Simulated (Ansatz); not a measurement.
Bonds to the group Y in Y-Sb(OH)2. Gas-phase values, no solvent. Each species was relaxed from one start; no search for lower structures was made at this level. In the def2 sets, heavy atoms carry core potentials. Strings in code marks are SMILES.

Quantity: electronic energy of homolysis of the metal–ligand bond (relaxed doublet parts, no counterpoise, zero-point or spin–orbit term), in kcal/mol.

Fragment left after the loss: `[OH][Sb][OH]` (H–O–Sb–O torsion -84°, O–Sb–O–H torsion -16°) (neutral, multiplicity 2). Bound species: phenyl: `[OH][Sb]([OH])[c]1ccccc1` (neutral, multiplicity 1), with this geometry (Å):

```xyz
16

O      2.9194    -0.8651    -0.7157
Sb     2.2761    -0.5374     1.1624
O      2.5967     1.4295     1.3490
C      0.2663    -0.2869     0.4034
C     -0.6620     0.4624     1.1421
C     -1.9623     0.6430     0.6616
C     -2.3395     0.0756    -0.5595
C     -1.4148    -0.6654    -1.3021
C     -0.1136    -0.8471    -0.8241
H      3.8312    -1.1894    -0.7109
H      2.0950     1.9122     0.6736
H     -0.3692     0.9250     2.0897
H     -2.6811     1.2300     1.2389
H     -3.3562     0.2154    -0.9353
H     -1.7075    -1.0987    -2.2621
H      0.6214    -1.4030    -1.4109
```

### Question
Predict the electronic energy of homolysis of the metal–ligand bond (relaxed doublet parts, no counterpoise, zero-point or spin–orbit term) from PBE0-D3(BJ)/def2-TZVP // B3LYP-D3(BJ)/def2-SVP (Ansatz, a program for electronic structure).

### Answer
72.0 kcal/mol.
